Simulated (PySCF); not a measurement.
Work out the structure from these simulated measurements.

Formula: C3H8F3NSi2.

* Rotational structure: rotational constants A, B, C: 2.111, 0.789, 0.655 GHz [PBE0-D3(BJ)/def2-SVP]
* Dipole: 2.76 D [wB97X-D/def2-SVPD]
* Polarisability: 92.6 au [wB97X-D/def2-SVPD]
* NMR, other nuclei: isotropic shieldings of nuclei other than C and H, by class: 257 (1 N), 257 (3 F), 367 (1 Si), 372 (1 Si) ppm [GIAO PBE0/pcSseg-1]
* Triplet: lowest triplet excitation (Tamm–Dancoff): 6.18 eV [TDA wB97X-D/def2-SVPD]
* UV, strongest line: among the 10 lowest singlet transitions: S10 at 8.74 eV (142 nm, f = 0.091) [TDDFT wB97X-D/def2-SVPD]
* Valence photoelectron: vertical ionisation energy: 9.66 eV [ΔSCF wB97X-D/def2-SVPD]
* 13C NMR: chemical shifts (computed TMS as zero) by class: 133.6 (1 C), 29.7 (1 C), 7.0 (1 C) ppm [GIAO PBE0/pcSseg-1]
* 1H NMR: chemical shifts (computed TMS as zero) by class: 5.03 (1 H), 4.96 (1 H), 4.94 (1 H), 4.91 (1 H), 1.95 (1 H), 1.27 (1 H), 1.26 (1 H), -0.27 (1 H) ppm [GIAO PBE0/pcSseg-1]

Electronic properties: PySCF, gas phase, density fitting. Levels stand in brackets. Geometry: PBE0-D3(BJ)/def2-SVP, one conformer, isolated molecule. Each NMR value is the plain mean over a class of atoms that symmetry, rotation or inversion makes alike.

Q: Give a SMILES that accounts for the data.

A: Numbering: `[F:1][C:2]([F:3])([F:4])[C@@H:5]1[CH2:6][SiH2:7][NH:8][SiH2:9]1`. Its formula, C3H8F3NSi2, gives 1 degree of unsaturation: 1 ring and 0 π bonds in the structure found. 3 carbons fall into 3 classes; from least to most shielded: CF3 carbon [C2] (133.6 ppm), ring sp3 carbon bound to silicon [C5] (29.7 ppm), ring sp3 carbon bound to silicon [C6] (7.0 ppm). Hydrogen classes from least to most shielded: 1 H on an SiH2 silicon, Si7 (5.03 ppm), 1 H on an SiH2 silicon, Si9 (4.96 ppm), 1 H on an SiH2 silicon, Si7 (4.94 ppm), 1 H on an SiH2 silicon, Si9 (4.91 ppm), 1 H on an sp3 carbon bound to silicon, C5 (1.95 ppm), 1 H on an sp3 carbon bound to silicon, C6 (1.27 ppm), 1 H on an sp3 carbon bound to silicon, C6 (1.26 ppm), 1 H on a nitrogen bridging silicon atoms, N8 (-0.27 ppm). The other shieldings belong to: 257 ppm, nitrogen bridging silicon atoms [N8]; 257 ppm, fluorine of a CF3 group [F1/F3/F4]; 367 ppm, SiH2 silicon [Si7]; 372 ppm, SiH2 silicon [Si9]. The first electron is taken from the HOMO, whose largest Löwdin shares are 0.50 on the nitrogen bridging silicon atoms, 0.11 on each of 2 atoms of one kind (SiH2 silicon) and 0.07 on an Si–H hydrogen. The optimised geometry has point group C1 and is an asymmetric top. Structure: `FC(F)([C@@H]1C[SiH2]N[SiH2]1)F`. The assignments are read from this structure; whether some other isomer fits the data as well wasn't checked. The mirror image fits equally.
